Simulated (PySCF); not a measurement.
**Correlation energy of I⁺ (iodine, charge +1)**

[Kr] 4d10 5s1 5p5, high-spin 3P determinant (an excited configuration). Calculation: PySCF 2.14, in aug-cc-pVQZ-PP with ECP28MDF (7s7p5d3f2g, 92 functions); a scalar-relativistic core potential. Frozen: 4s2 4p6 4d10; 6 electrons correlated.

```
  level  correlation energy (mhartree)
   CCSD                        -181.91
    (T)                         -19.99
CCSD(T)                        -201.90
```

Diagnostics: T1 = 0.020, D1 = 0.0379, largest double amplitude 0.208.

Task: Is a single reference adequate?

Result: Not fully. A double-excitation amplitude exceeds 0.15, a sign of near-degeneracy.
